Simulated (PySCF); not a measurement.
BrH2MoNO2, SMILES [NH2][Mo](=[O])(=[O])[Br], multiplicity 1. Geometry optimised at B3LYP-D3(BJ)/def2-SVP. The spin state was assumed, not searched. The structure was generated by enumeration; whether it is a known compound was not checked. The def2 effective core potentials stand for the cores of Mo; spin–orbit coupling is left out. The values are those of a single conformer.

Calculation: B3LYP-D3(BJ)/def2-SVP in PySCF.

Harmonic wavenumbers (cm⁻¹): 146, 160, 214, 229, 296, 353, 385, 528, 651, 727, 1023, 1042, 1499, 3527, 3629. Rotational constants (GHz): 3.658, 1.160, 1.130; symmetry number 1.

Question: Work out the zero-point energy and the ideal-gas rigid-rotor harmonic-oscillator thermochemistry at 298.15 K and 1 atm.

Answer: ZPE = ½ Σ hcν = ½ × 14409 cm⁻¹ = 20.60 kcal/mol. H − E(el) = 25.45 kcal/mol. Entropy in cal/(mol K): translation 42.12, rotation 28.60, vibration 14.19, total 84.91. G − E(el) = 0.13 kcal/mol. Cp = 23.77 cal/(mol K). Modes under 150 cm⁻¹ make the vibrational entropy uncertain.
